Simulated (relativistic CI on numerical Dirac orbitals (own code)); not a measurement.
**Ni²⁴⁺: sensitivity of the levels to the model**

Base calculation: Dirac-Coulomb-Breit CI, KLI orbitals optimised for each configuration, model QED, unscaled Slater integrals.

CI space (outside the closed core 1s2): 2s2, 2s 2p, 2p2, 2p 3s, 2p 3p, 2s 3s, 2s 3p, 2s 3d, 2s 4s, 2s 4p, 2s 4d, 2s 4f, 2s 5s, 2s 5p, 3s2, 2s 5d, 2s 5f, 2s 5g, 3s 3p, 3p2. Levels of other configurations are missing.

Variants: (1) only the first 3 configurations. Shifts of the energy above 2s2 1S_0, in eV, for the lowest level and the first level of each name with at least 55 % of one term (blank where a level changes its place among those of its configuration and J or its character, or is not in the variant):

```tsv
Level	Base	Δ(1)
2s2 1S_0	0.00	0.00
2s 2p 3P°_0	47.09	0.00
2s 2p 3P°_1	52.08	0.00
2s 2p 3P°_2	68.23	0.00
2s 2p 1P°_1	106.72	+0.07
2p2 3P_0	130.58	+0.03
2p2 3P_1	143.52	0.00
2p2 3P_2	150.23	+0.16
2p2 1D_2	171.68	+0.33
2p2 1S_0	201.29	+0.25
2s 3s 3S_1	1298.35	
2s 3s 1S_0	1307.68	
2s 3p 3P°_0	1321.59	
2s 3p 3P°_1	1321.71
```

At this charge energies of transitions that change n are usually good to better than 1 %, and those within a shell (Δn = 0) to a few per cent.

Ionisation energy from the two ground configurations alone: base 2288.46 eV. The NIST ASD value (semi-empirical) is 2295.6 eV.

LS names give the leading component of a level, which can be under half, so a name can repeat, a term be missing and a line seem to break the LS rules.
